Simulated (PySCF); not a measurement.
Computed IR spectrum (relative IR intensity) of a molecule CH8OSi2. Coordinates come from a PBE-D3(BJ)/def2-SVP optimisation. Other conformers were not sampled. Computed with PBE-D3(BJ)/def2-SVP in PySCF. Frequencies are harmonic and unscaled.

Lines under 2 % of the strongest are left out, and lines within 2 cm⁻¹ are merged.

```tsv
ν (cm⁻¹)	relative intensity
712	4.9
723	14
746	12
851	7.2
900	100
913	12
916	9.3
929	37
976	17
1050	66
1219	5.8
2142	28
2156	62
2186	20
```

**Question.** Identify the compound among the candidates.
(A) [SiH3]CO[SiH3]
(B) C[SiH2]O[SiH3]
(C) C[SiH2][SiH2]O
(D) OC([SiH3])[SiH3]

**Answer.** B, C[SiH2]O[SiH3]
